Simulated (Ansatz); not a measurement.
Two isomers of C2H9NSi: A = `CN(C)[SiH3]`, B = `CCN[SiH3]`.

Calculated with Ansatz (gas phase, PBE0-D4/def2-TZVP geometries, no zero-point term in ΔE). CCSD(T)/CBS adds triple-zeta CCSD(T) − MP2 to the extrapolated MP2 energy (def2 sets, frozen cores). DFT in def2-TZVPP. B3LYP here is the variant with VWN-RPA as its local correlation; programs differ in this. Each species was taken in one conformer, which may not be the lowest.

(1) Which isomer does CCSD(T)/CBS put lower? Give the gap. (Estimate.)

(2) Give E(B) − E(A) in kcal/mol with MP2/def2-TZVPP, PBE-D4, B2PLYP, B3LYP-D4, LDA (SPW92), CCSD/def2-TZVPP, B3LYP. (Estimate.)

(3) Does the order hold for the free energy at 298.15 K (harmonic terms from PBE0-D4)? (Estimate.)

Largest T1 diagnostic: 0.010.

Results:

(1) Ansatz gave: B, by 8.7 kcal/mol.

(2) Computed: MP2/def2-TZVPP -8.4, PBE-D4 -7.7, B2PLYP -8.4, B3LYP-D4 -7.7, LDA (SPW92) -7.5, CCSD/def2-TZVPP -8.5, B3LYP -8.5. None reverses the order clearly.

(3) Ansatz gave: Yes: G(B) − G(A) = -8.8 kcal/mol, for one conformer each. Modes under 60 cm⁻¹, often nearly free rotors, make the harmonic entropy too high.

In def2-TZVPP, CCSD(T) changes the Hartree–Fock value by +0.8 kcal/mol (the triples alone add +0.2 kcal/mol) and MP2 by +0.8 kcal/mol. The D4 term adds +0.8 kcal/mol with B3LYP and +0.4 kcal/mol with PBE0; it sums over pairs of atoms, weighted by their polarisabilities, and B3LYP, whose exchange is more repulsive, gets the larger term.
